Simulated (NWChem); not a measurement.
# SiNH4OF; SMILES N[Si@H](O)F

```xyz
8

N     -0.5287    -1.4700    -0.2833
Si    -0.0818     0.0277     0.3716
O     -0.9605     1.1870    -0.4105
F      1.4790     0.4422     0.1391
H     -0.6865    -1.6051    -1.2743
H     -0.4130    -2.3391     0.2210
H     -0.2521    -0.0161     1.8426
H     -0.5339     2.0442    -0.4992
```
Atoms are numbered in this order, from 1.

Computed with NWChem. Pople sets run with spherical d functions. Geometry: optimised at PBE0/def2-SVP. Atomic charges in e: unrestrained fits to the electrostatic potential beside Mulliken populations; buried atoms are poorly determined by the fit.

For level B3LYP/def2-SVP:

ESP N1: -0.90
Mulliken N1: -0.36
ESP Si2: 1.12
Mulliken Si2: 0.82
ESP O3: -0.71
Mulliken O3: -0.39
Mulliken F4: -0.36

Problem. What are these values for level Hartree-Fock/6-31G*?

Solution. 
| Item | Value |
|---|---|
| ESP N1 | -1.09 |
| Mulliken N1 | -1.07 |
| ESP Si2 | 1.33 |
| Mulliken Si2 | 1.44 |
| ESP O3 | -0.81 |
| Mulliken O3 | -0.89 |
| Mulliken F4 | -0.55 |
